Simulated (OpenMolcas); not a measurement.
# Ions of charge +3 along the 3d row with 6 water ligands in octahedral coordination

* Program: OpenMolcas 26.06
* Method: CASSCF
* Spin-orbit coupling: state interaction with AMFI integrals over the reference wave functions

The d shell is active. Anionic complexes are neutralised by point charges behind the ligands. Distances were set from a Shannon-type radius of the metal (high-spin where two are listed) plus a fixed donor radius (H2O 1.36 Å). Ligand basis ANO-RCC-VDZP, DKH2 Hamiltonian. States (labels of O, taken over from Oh, the nearest higher group). Energies in cm-1 above the lowest state or level, χT in cm3 K/mol; under a threefold ground state the first gap can be a small split of the lowest multiplet, not the spin-orbit step; 10Dq and B are least-squares fits to the states below 45000 cm-1, weighted by degeneracy, with a free offset, and given where the rms deviation is under 5 % of |10Dq| (or 100 cm-1) and under 700 cm-1. Spin-only χT is S(S+1) / 2 for the spin of the ground state.

| Ion | Shell | R (Å) | Metal basis | Ground state | First state of that spin | 10Dq | B (rms of fit) | First gap with spin-orbit (degeneracies) | χT at 300 K | First state of another spin | Spin-only χT |
| --- | --- | --- | --- | --- | --- | --- | --- | --- | --- | --- | --- |
| Ti3+ | 3d1 | 2.03 | ANO-RCC-VTZP | 2T2 | 2E 17109 | 17109 |  | 207.2 (4, 2) | 0.453 |  | 0.375 |
| V3+ | 3d2 | 2 | ANO-RCC-VTZP | 3T1 | 3T2 14335 | 15903 | 994 (47) | 4.9 (2, 3) | 0.898 | 1T2 13951 | 1.000 |
| Cr3+ | 3d3 | 1.98 | ANO-RCC-VDZP | 4A2 | 4T2 15046 | 14871 | 1062 (85) | 14941 (4, 2) | 1.832 | 2E 19340 | 1.875 |
| Mn3+ | 3d4 | 2 | ANO-RCC-VDZP | 5E | 5T2 12967 | 12681 | 1122 (125) | 10.1 (1, 3) | 2.947 | 3T1 12812 | 3.000 |
| Fe3+ | 3d5 | 2 | ANO-RCC-VDZP | 6A1 |  | 11421 | 1221 (144) | 26033 (6, 2) | 4.385 | 4T1 26139 | 4.375 |
| Co3+ | 3d6 | 1.97 | ANO-RCC-VDZP | 5T2 | 5E 11047 | 11505 | 1222 (194) | 267.6 (3, 2) | 4.164 | 3T1 14682 | 3.000 |
| Ni3+ | 3d7 | 1.96 | ANO-RCC-VTZP | 4T1 | 4T2 9086 | 11016 | 1298 (330) | 472.0 (2, 4) | 3.382 | 2E 12937 | 1.875 |
| Cu3+ | 3d8 | 1.9 | ANO-RCC-VTZP | 3A2 | 3T2 11832 | 12110 | 1334 (172) | 11441 (3, 2) | 1.289 | 1E 18949 | 1.000 |

The rows also differ in their metal basis, so part of each step comes from that.

Among the 8 ions with a close fit, |10Dq| is smallest for Ni3+ (11016 cm-1) and largest for Ti3+ (17109 cm-1). The error differs from ion to ion, so this order need not be the real one.

B goes from 994 cm-1 (V3+) to 1334 cm-1 (Cu3+).

Every ion keeps the highest spin of its shell. χT departs most from the spin-only value for Ni3+, by +1.507 cm3 K/mol.

Ligand-to-metal charge-transfer states are missing. With metal d orbitals alone the field can be off either way by tens of per cent. An orbital triplet at a regular site is open to Jahn-Teller coupling, which can distort the site and quench the lowest spin-orbit gaps and is left out (holds for Ti3+; V3+; Co3+; Ni3+). Without dynamic correlation the repulsion within the d shell is too large (B by tens of per cent), so at a given field states of lower spin stand too high (holds for V3+; Cr3+; Mn3+; Fe3+; Co3+; Ni3+; Cu3+). With no ligand orbital active B as a rule stays too high, so bands that hang on it stand too high and its fall with covalency is understated (holds for V3+; Cr3+; Mn3+; Fe3+; Co3+; Ni3+; Cu3+). An orbital doublet at a regular site is open to a Jahn-Teller distortion, which this geometry leaves out (holds for Mn3+). This shell can be high or low spin here, a state of another spin lies low, and with metal d orbitals alone active their balance is uncertain, so the ground spin may be wrong (holds for Mn3+; Co3+; Ni3+). No measured value stands beside these numbers; the geometry was imposed, not optimised, and the real ion may take another.
